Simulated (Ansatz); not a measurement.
`CO[SiH](F)O[SiH2]F` + `C[SiH3]` → `CO[SiH](F)[SiH3]` + `CO[SiH2]F`  (redistribution)

Calculated with Ansatz (gas phase, PBE0-D4/def2-TZVP geometries, no zero-point term in ΔE). CCSD(T)/CBS adds triple-zeta CCSD(T) − MP2 to the extrapolated MP2 energy (def2 sets, frozen cores). This one scheme is used for every species. DFT in def2-TZVPP. One conformer a species, not always the lowest.

CCSD(T)/CBS gives +245.0 kJ/mol.

**Question.** Another level gave +232.9 kJ/mol. Which?
A. ωB97X-V/def2-TZVPP
B. CCSD(T)/def2-TZVPP
C. PBE-D4/def2-TZVPP
D. SCS-MP2/def2-TZVPP

**Answer.** A. ωB97X-V 232.9, CCSD(T)/def2-TZVPP 242.6, PBE-D4 213.3, SCS-MP2/def2-TZVPP 249.8 kJ/mol.

Largest T1 diagnostic among the species: 0.012.

From PBE to PBE0 (25 % exact exchange), in def2-TZVPP and without D4, ΔE moves by +13.6 kJ/mol. The D4 term adds +4.1 kJ/mol with B3LYP and +2.4 kJ/mol with PBE0; it sums over pairs of atoms, weighted by their polarisabilities, and B3LYP, whose exchange is more repulsive, gets the larger term.

B3LYP here is the variant with VWN-RPA as its local correlation; programs differ in this.
